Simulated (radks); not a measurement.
Problem. The table gives one normalised radial function P(r) = r R(r) (large component) of Bi in [Hg] 6p3 (r in bohr). All-electron calculation, Dirac Kohn-Sham, PBE, spin-unpolarised, spherical densities, point nucleus; open shells fill j = l - 1/2 first. Program: a radial shooting solver on a logarithmic mesh with Libxc functionals.

r           P
0.0018     0.0054
0.002458   0.0095
0.003359   0.0166
0.004588   0.0285
0.006268   0.0481
0.008564   0.0789
0.0117     0.1246
0.01598    0.1864
0.02184    0.2575
0.02983    0.3148
0.04043    0.3136
0.05523    0.1963
0.07546   -0.0608
0.1031    -0.3573
0.1408    -0.4380
0.1924    -0.0884
0.2628     0.4824
0.3591     0.6246
0.4906    -0.0115
0.6702    -0.8889
0.9156    -1.1985
1.251     -0.8393
1.695     -0.3579
2.316     -0.0873
3.164     -0.0112
4.322     -0.0006
5.905     0.0000
8.067     0.0000
11.02     0.0000

Which n and l does it have? It may be an empty orbital.

Solution. n = 5, l = 1: the number of nodes gives n - l - 1 = 3, the rise at small r points to l (this Dirac orbital starts as r^gamma with gamma = sqrt((l + 1)^2 - (Z/c)^2) = 1.91; the j = 3/2 orbital of l + 1 starts with the same power, but with a smaller coefficient, and then steepens), and the extent must fit the shell. The curve is that of 5p3/2; the two j differ most near the nucleus, where j = l - 1/2 has the larger amplitude, and in heavy atoms j = l - 1/2 is also the more compact. 5p3/2: eigenvalue -88.361 eV, 3 radial nodes at r = 0.0708, 0.202, 0.489 bohr, <r> = 0.975 bohr, 90 % of the charge inside 1.41 bohr.
